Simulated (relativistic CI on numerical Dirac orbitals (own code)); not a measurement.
## Radial parameters of Yb²²⁺

Computed by Dirac-Coulomb-Breit CI, KLI orbitals optimised for each configuration, QED by a radiative potential, unscaled Slater integrals (own radial code, finite nucleus).

Slater integrals F^k, G^k are unscaled and averaged over j, outside the closed core [Ar] 3d10 4s2; ζ comes from projecting the Hamiltonian with its Breit term on Σ l·s of the shell.

- 4p⁶4d¹⁰4f²: F^2(4f,4f) = 206590, F^4(4f,4f) = 134050, F^6(4f,4f) = 97822, ζ(4f) = 5207.9 cm⁻¹; <r>(4f) = 0.5019, <r^2>(4f) = 0.2905 (bohr units).
- 4p⁶4d¹⁰4f5s: ζ(4f) = 5375.6, G^3(4f,5s) = 31176 cm⁻¹; <r>(4f) = 0.4965, <r^2>(4f) = 0.2842, <r>(5s) = 0.8845, <r^2>(5s) = 0.8712 (bohr units).
- 4p⁶4d⁹4f³: ζ(4d) = 35555, F^2(4f,4f) = 206320, F^4(4f,4f) = 133860, F^6(4f,4f) = 97687, F^2(4d,4f) = 196590, F^4(4d,4f) = 128270, G^1(4d,4f) = 217080, G^3(4d,4f) = 144630, G^5(4d,4f) = 104780, ζ(4f) = 5155.6 cm⁻¹; <r>(4d) = 0.5049, <r^2>(4d) = 0.2919, <r>(4f) = 0.5025, <r^2>(4f) = 0.2912 (bohr units).

Averages of the first 10 configurations, taken without configuration mixing, which lowers the lowest level and can move excited configurations by several eV; other configurations of the list can lie among them:

```
Configuration  Parity  States  Average energy above the lowest level (eV)
   4p⁶4d¹⁰4f²    even      91                                         5.2
  4p⁶4d¹⁰4f5s     odd      28                                        79.0
   4p⁶4d¹⁰5s²    even       1                                       161.8
    4p⁶4d⁹4f³     odd    3640                                       193.1
  4p⁶4d¹⁰4f5p    even      84                                       128.1
  4p⁶4d¹⁰5s5p     odd      12                                       208.4
   4p⁶4d¹⁰5p²    even      15                                       260.0
  4p⁶4d¹⁰4f5d     odd     140                                       196.0
  4p⁶4d¹⁰5s5d    even      20                                       278.5
   4p⁵4d¹⁰4f³    even    2184                                       377.3
```
